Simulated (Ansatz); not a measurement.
Start from `C=C=CO` and change one atom or group to get `C=C=C(O)[SiH2]S`.

Ansatz, PBE0-D4/def2-TZVP geometries, multiplicity 1. Each molecule was computed in one conformer, which needn't be the lowest.

| property | `C=C=CO` |
| --- | --- |
| HOMO energy (PBE0/def2-TZVPP) / eV | -6.65 |
| HOMO–LUMO gap (PBE/def2-TZVPP) / eV | 4.08 |
| size of the dipole moment (B3LYP/def2-TZVPP) / D | 1.19 |
| HOMO energy (PBE/def2-TZVPP) / eV | -5.40 |
| HOMO–LUMO gap (ωB97M-V/def2-TZVPP) / eV | 10.60 |
| HOMO energy (B3LYP/def2-TZVPP) / eV | -6.45 |

Problem. Give the same properties after the change, and the shifts. (Estimate.)

Solution. Computed: 
```
                                        property  `C=C=C(O)[SiH2]S`  shift
              HOMO energy (PBE0/def2-TZVPP) / eV              -6.93  -0.28
             HOMO–LUMO gap (PBE/def2-TZVPP) / eV               4.08   0.00
size of the dipole moment (B3LYP/def2-TZVPP) / D               2.59   1.40
               HOMO energy (PBE/def2-TZVPP) / eV              -5.70  -0.30
         HOMO–LUMO gap (ωB97M-V/def2-TZVPP) / eV              10.45  -0.15
             HOMO energy (B3LYP/def2-TZVPP) / eV              -6.71  -0.26
```

With PBE0 the HOMO falls by 0.28 eV and the LUMO falls by 0.34 eV, so the gap narrows by about 0.06 eV. PBE moves the HOMO by -0.30 eV and ωB97M-V by -0.24 eV. Dipoles are sizes alone; their direction can turn.

B3LYP here is the variant with VWN-RPA as its local correlation; programs differ in this.
